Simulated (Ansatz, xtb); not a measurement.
## Two isomers of C5H7NSi

Structure I is `C#CC[Si@@H](C)C#N`, a singlet and structure II is `C#C[Si@@H](C)CC#N`, a singlet. Both are isolated molecules in the gas phase, relaxed with B3LYP/def2-SVP, each in the lowest conformer that the search found.

I (Å):

```yaml
atoms:
  - { symbol: C, position_ang: [-1.8992, 3.0134, 0.8259] }
  - { symbol: C, position_ang: [-1.9053, 1.8439, 0.5057] }
  - { symbol: C, position_ang: [-1.8619, 0.4497, 0.0865] }
  - { symbol: C, position_ang: [1.2459, 0.5080, -0.3891] }
  - { symbol: C, position_ang: [-0.5109, -1.6837, -1.5737] }
  - { symbol: N, position_ang: [-0.5625, -2.8154, -1.8304] }
  - { symbol: Si, position_ang: [-0.4324, 0.1357, -1.1321] }
  - { symbol: H, position_ang: [-1.9112, 4.0462, 1.1192] }
  - { symbol: H, position_ang: [-1.7362, -0.2186, 0.9570] }
  - { symbol: H, position_ang: [-2.8081, 0.1564, -0.4012] }
  - { symbol: H, position_ang: [-0.6685, 0.8841, -2.3942] }
  - { symbol: H, position_ang: [1.2931, 1.5671, -0.0895] }
  - { symbol: H, position_ang: [2.0491, 0.3159, -1.1174] }
  - { symbol: H, position_ang: [1.4310, -0.1129, 0.5016] }
```

II (Å):

```xyz
14

C    -2.2318    2.8110    1.1391
C    -1.8000    1.8857    0.4751
C    -0.2457    1.1190   -2.0577
C     0.0740   -0.4672    0.6137
C     0.7039   -1.5914   -0.0613
N     1.1842   -2.4710   -0.6459
Si   -1.1342    0.4933   -0.5288
H    -2.6159    3.6277    1.7237
H    -2.2535   -0.4202   -0.8865
H     0.1870    0.2752   -2.6190
H    -0.9442    1.6534   -2.7207
H     0.5676    1.8112   -1.7879
H     0.8485    0.2286    0.9784
H    -0.4809   -0.8245    1.4971
```

Quicker runs give these differences E(II) − E(I): GFN2-xTB −28.49 kJ/mol; HF/STO-3G +11.44 kJ/mol (at GFN2-xTB geometries); r2SCAN-D4/def2-SVP −8.05 kJ/mol (at GFN2-xTB geometries).

Question: Estimate E(II) − E(I) at the level CCSD(T)/def2-SVP + ΔMP2/def2-TZVPP.

Answer: Calculated at CCSD(T)/def2-SVP + ΔMP2/def2-TZVPP: E(II) − E(I) = −8.05 kJ/mol, so structure II lies lower.

Level by level:

| level | geometry | E(II) − E(I) (kJ/mol) | departure from the last row (kJ/mol) | job, with rough time for the two |
| --- | --- | --- | --- | --- |
| GFN2-xTB | GFN2-xTB | −28.49 | −20.44 | optimisation, 0.17 s |
| HF/STO-3G | GFN2-xTB | +11.44 | +19.48 | single point, 0.46 s |
| r2SCAN-D4/def2-SVP | GFN2-xTB | −8.05 | 0.00 | single point, 5.2 s |
| B3LYP/def2-SVP | B3LYP/def2-SVP | −6.31 | +1.73 | optimisation, 40 s |
| HF/def2-SVP | B3LYP/def2-SVP | −7.43 | +0.61 | part of the CCSD(T) run |
| MP2/def2-SVP | B3LYP/def2-SVP | −5.53 | +2.51 | part of the CCSD(T) run |
| CCSD(T)/def2-SVP | B3LYP/def2-SVP | −5.57 | +2.48 | single point |
| CCSD(T)/def2-SVP + ΔMP2/def2-TZVPP | B3LYP/def2-SVP | −8.05 |  | single point, 80 s |

As drawn, both hold the same kinds of bond in the same numbers.

HF/STO-3G puts the two in the other order. The largest departure from CCSD(T)/def2-SVP + ΔMP2/def2-TZVPP is that of GFN2-xTB, 20.44 kJ/mol. The last row adds to CCSD(T) the change of the MP2 difference between the two basis sets, here −2.48 kJ/mol.

With thermal terms from frequencies at re-optimised GFN2-xTB minima (ideal gas, soft modes damped towards free rotors, one conformer each, 298.15 K, 1 atm): the zero-point term adds +0.54 kJ/mol; ΔH is −7.84 and ΔG −7.20 kJ/mol.

The correlated steps freeze 11 core orbitals. Programs: Ansatz 0.2.0, xtb 6.7.1; the last row on 2 threads of Arm Neoverse V2 on a shared host.
